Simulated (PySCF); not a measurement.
C7H9OPS.
Atom-mapped SMILES: `[CH3:1][C@@H:2]1[CH2:3][P@@:4]1(=[S:5])[c:6]1[cH:7][cH:8][cH:9][o:10]1` (hydrogens: H11, H12, H13 on C1; H14 on C2; H15, H16 on C3; H17 on C7; H18 on C8; H19 on C9)

The same species was optimised twice, with GFN2-xTB and with PBE0-D3(BJ)/def2-SVP (PySCF), and the same property calculations (PySCF, gas phase) were run on both structures.

| coordinate | GFN2-xTB | PBE0-D3(BJ)/def2-SVP | change |
| --- | --- | --- | --- |
| C2–P4 (Å) | 1.836 | 1.814 | -0.022 |
| C3–P4 (Å) | 1.825 | 1.805 | -0.020 |
| C7–C8 (Å) | 1.412 | 1.428 | +0.016 |
| C9–O10 (Å) | 1.340 | 1.348 | +0.008 |
| C6–O10 (Å) | 1.350 | 1.356 | +0.006 |
| C2–C3 (Å) | 1.547 | 1.541 | -0.006 |
| P4–C6 (Å) | 1.793 | 1.788 | -0.005 |
| C6–C7 (Å) | 1.369 | 1.367 | -0.002 |
| C8–C9 (Å) | 1.362 | 1.364 | +0.002 |
| P4=S5 (Å) | 1.938 | 1.939 | +0.001 |
| C1–C2 (Å) | 1.505 | 1.505 | 0.000 |
| S5–P4–C6 (°) | 119.0 | 116.9 | -2.1 |
| C1–C2–C3 (°) | 117.6 | 119.5 | +1.9 |
| C3–P4–S5 (°) | 125.7 | 127.4 | +1.7 |
| C1–C2–P4 (°) | 118.5 | 119.6 | +1.1 |
| C3–P4–C6 (°) | 108.0 | 108.9 | +0.9 |
| C2–P4–C6 (°) | 108.6 | 109.2 | +0.6 |
| C6–O10–C9 (°) | 106.7 | 107.2 | +0.5 |
| C8–C9–O10 (°) | 111.0 | 110.6 | -0.4 |
| C3–P4–C6–C7 (°) | -159 | -154 | +5 |

Rotational constants: A = 1690, B = 732.3, C = 560.1 MHz (GFN2-xTB) against A = 1683, B = 737.8, C = 562.2 MHz (PBE0-D3(BJ)/def2-SVP). Point groups within 0.08 Å: C1 and C1. Atoms that the bonding makes alike are paired by their places after alignment.

On the GFN2-xTB structure: HOMO (eV) -6.29 [PBE0/pcSseg-1]; LUMO (eV) -0.88 [PBE0/pcSseg-1]; dipole (D) 4.25 [PBE0/pcSseg-1]; GIAO shielding of C1 (ppm) 171.6 [PBE0/pcSseg-1]; GIAO shielding of C2 (ppm) 159.8 [PBE0/pcSseg-1]; GIAO shielding of C3 (ppm) 161.6 [PBE0/pcSseg-1]; GIAO shielding of P4 (ppm) 414.5 [PBE0/pcSseg-1]; GIAO shielding of S5 (ppm) 909.6 [PBE0/pcSseg-1]; GIAO shielding of C6 (ppm) 35.7 [PBE0/pcSseg-1]; GIAO shielding of C7 (ppm) 53.9 [PBE0/pcSseg-1]; GIAO shielding of C8 (ppm) 67.7 [PBE0/pcSseg-1].

**Question.** What do these properties become on the PBE0-D3(BJ)/def2-SVP structure?

**Answer.** 
```json
{"property": "HOMO (eV)", "level": "PBE0/pcSseg-1", "on GFN2-xTB": "-6.29", "on PBE0-D3(BJ)/def2-SVP": "-6.28", "change": "+0.01"}
{"property": "LUMO (eV)", "level": "PBE0/pcSseg-1", "on GFN2-xTB": "-0.88", "on PBE0-D3(BJ)/def2-SVP": "-0.86", "change": "+0.02"}
{"property": "dipole (D)", "level": "PBE0/pcSseg-1", "on GFN2-xTB": "4.25", "on PBE0-D3(BJ)/def2-SVP": "4.24", "change": "-0.01"}
{"property": "energy, GFN2-xTB geometry as zero (kcal/mol)", "level": "PBE0/pcSseg-1", "on GFN2-xTB": "0.0", "on PBE0-D3(BJ)/def2-SVP": "-1.1", "change": "-1.1"}
{"property": "GIAO shielding of C1 (ppm)", "level": "PBE0/pcSseg-1", "on GFN2-xTB": "171.6", "on PBE0-D3(BJ)/def2-SVP": "170.6", "change": "-1.0"}
{"property": "GIAO shielding of C2 (ppm)", "level": "PBE0/pcSseg-1", "on GFN2-xTB": "159.8", "on PBE0-D3(BJ)/def2-SVP": "162.7", "change": "+2.9"}
{"property": "GIAO shielding of C3 (ppm)", "level": "PBE0/pcSseg-1", "on GFN2-xTB": "161.6", "on PBE0-D3(BJ)/def2-SVP": "161.8", "change": "+0.2"}
{"property": "GIAO shielding of P4 (ppm)", "level": "PBE0/pcSseg-1", "on GFN2-xTB": "414.5", "on PBE0-D3(BJ)/def2-SVP": "413.8", "change": "-0.7"}
{"property": "GIAO shielding of S5 (ppm)", "level": "PBE0/pcSseg-1", "on GFN2-xTB": "909.6", "on PBE0-D3(BJ)/def2-SVP": "911.8", "change": "+2.2"}
{"property": "GIAO shielding of C6 (ppm)", "level": "PBE0/pcSseg-1", "on GFN2-xTB": "35.7", "on PBE0-D3(BJ)/def2-SVP": "35.2", "change": "-0.5"}
{"property": "GIAO shielding of C7 (ppm)", "level": "PBE0/pcSseg-1", "on GFN2-xTB": "53.9", "on PBE0-D3(BJ)/def2-SVP": "51.7", "change": "-2.2"}
{"property": "GIAO shielding of C8 (ppm)", "level": "PBE0/pcSseg-1", "on GFN2-xTB": "67.7", "on PBE0-D3(BJ)/def2-SVP": "66.4", "change": "-1.3"}
```

The heavy atoms differ by 0.055 Å rms after alignment. Among bonds between heavy atoms C2–P4 changes most (-0.022 Å). Changes are differences of the printed values. Neither structure is proved a minimum here.

Conformer computed: `[CH3:1][C@@H:2]1[CH2:3][P@@:4]1(=[S:5])[c:6]1[cH:7][cH:8][cH:9][o:10]1`: C3–P4–C6–C7 -154°.
